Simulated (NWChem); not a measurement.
System meant: CH3FOSe; SMILES CO[Se]F

NWChem input:

```
start job
memory heap 200 mb stack 900 mb global 1100 mb
geometry units angstroms noautoz
  Se     0.420929    -0.528891     0.022196
  F     -1.255319    -1.183702     0.028870
  O      0.131491     1.119364    -0.626793
  C     -0.409329     2.080052     0.291372
  H      0.173483     2.126764     1.236290
  H     -0.359501     3.059367    -0.225336
  H     -1.468400     1.846854     0.528900
end
basis spherical
  Se library def2-svp
  F library def2-svp
  O library def2-svp
  C library def2-svp
  H library def2-svp
end
dft
  odft
  mult 2
  xc xpbe96 cpbe96
  iterations 150
  mulliken
end
task dft energy
```

End of the output:

```
 Summary of "ao basis" -> "" (spherical)
 ------------------------------------------------------------------------------
       Tag                 Description            Shells   Functions and Types
 ---------------- ------------------------------  ------  ---------------------
 Se                         def2-svp                12       32   5s4p3d
 F                          def2-svp                 6       14   3s2p1d
 O                          def2-svp                 6       14   3s2p1d
 C                          def2-svp                 6       14   3s2p1d
 H                          def2-svp                 3        5   2s1p

  pbe96 is a nonlocal functional; adding pw91lda local functional.

                                 NWChem DFT Module
                                 -----------------

 Summary of "ao basis" -> "ao basis" (spherical)
 ------------------------------------------------------------------------------
       Tag                 Description            Shells   Functions and Types
 ---------------- ------------------------------  ------  ---------------------
 Se                         def2-svp                12       32   5s4p3d
 F                          def2-svp                 6       14   3s2p1d
 O                          def2-svp                 6       14   3s2p1d
 C                          def2-svp                 6       14   3s2p1d
 H                          def2-svp                 3        5   2s1p

  number of electrons :                   60
  multiplicity        :                    2
 ------------------------------------------------------------------------
  no. of electrons and multiplicity not compatible                  60
 ------------------------------------------------------------------------
 ------------------------------------------------------------------------
  current input line :
    26: task dft energy
 ------------------------------------------------------------------------
 ------------------------------------------------------------------------
 There is an error in the input file
 ------------------------------------------------------------------------
 For more information see the NWChem manual at https://nwchemgit.github.io

0: no. of electrons and multiplicity not compatible:Received an Error in Communication
```

Question: What is wrong, and how is it mended?

Answer: The program refused the input. Cause: the multiplicity doesn't fit the number of electrons (an even count wants an odd multiplicity, and the reverse). This input runs:
```
start job
memory heap 200 mb stack 900 mb global 1100 mb
geometry units angstroms noautoz
  Se     0.420929    -0.528891     0.022196
  F     -1.255319    -1.183702     0.028870
  O      0.131491     1.119364    -0.626793
  C     -0.409329     2.080052     0.291372
  H      0.173483     2.126764     1.236290
  H     -0.359501     3.059367    -0.225336
  H     -1.468400     1.846854     0.528900
end
basis spherical
  * library def2-svp
end
dft
  xc xpbe96 cpbe96
  iterations 150
  mulliken
end
task dft energy
```
It converges to -2615.43727 Ha (PBE/def2-SVP).
